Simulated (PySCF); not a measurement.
Compound: C5H9O2S (doublet state).
Geometry (GFN2-xTB, Å), atoms numbered from 1 in this order:
```xyz
17
C5H9O2S angstrom
C      1.524    1.183   -0.353
C      1.660    0.037   -1.365
C      0.498   -0.826   -1.401
C     -0.471   -1.389   -0.824
S     -0.857   -1.210    1.058
C     -2.025    0.211    1.130
O      0.320   -0.841    1.805
O     -1.577   -2.386    1.476
H      0.696    1.834   -0.625
H      2.438    1.772   -0.345
H      1.352    0.779    0.641
H      1.835    0.452   -2.364
H      2.526   -0.580   -1.108
H     -1.231   -2.053   -1.183
H     -1.512    1.077    0.736
H     -2.288    0.353    2.170
H     -2.894   -0.048    0.541
```

The hyperfine couplings belong to this conformer and change with its torsions.

As a line formula: `CC/[C]=C\S(C)(=O)=O` [radical].

Computed with PySCF 2.14.0, UKS B3LYP, pcH-1 on C H O S, non-relativistic, mean-field spin-orbit, GIAO. Geometry: GFN2-xTB, one conformer, isolated molecule. A GFN2-xTB geometry isn't a minimum of the functional, and hyperfine couplings can be far from their values at a DFT geometry. Stability of the SCF solution: not tested.

Principal values of hyperfine tensors in MHz (contact, dipolar and spin–orbit terms together), for some of the nuclei:

| atom | isotope | A1 | A2 | A3 |
| --- | --- | --- | --- | --- |
| C3 | 13C | 98.25 | 114.61 | 304.50 |
| H14 | 1H | 107.02 | 108.15 | 117.56 |
| S5 | 33S | 92.59 | 93.22 | 134.79 |
| H12 | 1H | 76.77 | 78.00 | 93.54 |
| C1 | 13C | 41.03 | 41.14 | 55.36 |
| C6 | 13C | 20.00 | 20.30 | 31.39 |
| H10 | 1H | 9.98 | 11.86 | 17.28 |
| C2 | 13C | -12.58 | -10.85 | -2.63 |

Question: Give the isotropic coupling of each nucleus in MHz and in mT (g = 2.0029), and the anisotropic part.

Answer: a_iso is a third of the trace, T = A − a_iso, and a(mT) = a(MHz)/(g × 13.996). The tensors hold a spin–orbit part: the run splits a_iso into a_FC + a_SO, and T includes its anisotropic share.

| atom | a_iso (MHz) | a_FC | a_SO | a_iso (mT) | T1 | T2 | T3 |
| --- | --- | --- | --- | --- | --- | --- | --- |
| C3 | 172.45 | 172.54 | -0.09 | 6.152 | -74.21 | -57.84 | 132.05 |
| H14 | 110.91 | 110.91 | 0.00 | 3.956 | -3.89 | -2.76 | 6.65 |
| S5 | 106.87 | 107.12 | -0.25 | 3.812 | -14.28 | -13.65 | 27.92 |
| H12 | 82.77 | 82.77 | 0.00 | 2.952 | -6.00 | -4.77 | 10.77 |
| C1 | 45.84 | 45.85 | -0.01 | 1.635 | -4.81 | -4.70 | 9.52 |
| C6 | 23.90 | 23.90 | 0.00 | 0.852 | -3.90 | -3.59 | 7.49 |
| H10 | 13.04 | 13.04 | 0.00 | 0.465 | -3.06 | -1.18 | 4.24 |
| C2 | -8.69 | -8.69 | 0.01 | -0.310 | -3.90 | -2.16 | 6.06 |

Question: What spin density at the nucleus of C1 lies behind its contact coupling (g_N = 1.40482)?

Answer: a_FC = (2μ0/3) gₑ μB g_N μN ρ(0)/(2S·h) = 800.24 MHz × g_N × ρ(0)/(2S), with ρ in bohr⁻³. With a_FC = 45.85 MHz and 2S = 1, ρ(0) = 0.04078 bohr⁻³.

Question: C4 (13C, g_N = 1.40482) isn't in the table. Its spin density at the nucleus is -0.01488 bohr⁻³. What is its contact coupling?

Answer: By the same relation, a_FC = -16.73 MHz. Its full tensor has the principal values -26.89, -22.21, -1.02 MHz.

Question: Which nucleus of the table has the largest anisotropic coupling, and what is its form?

Answer: C3: -74.2, -57.8, 132.1 MHz, rhombic: the two smaller values differ by 12 % of the largest.

Question: What first-order splitting does S5 cause when the field lies along A1, A2 or A3 of its tensor (g taken as isotropic, no quadrupole term)?

Answer: 4 lines (I = 3/2), spaced by |A_i|/(g × 13.996): 3.30, 3.33, 4.81 mT along the axes of A1, A2 and A3.

Hardware: one thread of an Arm Neoverse V1, no GPU, shared host. Cost: 2.2 min wall (grids of density and orbitals included), 1.1 GiB resident at most.
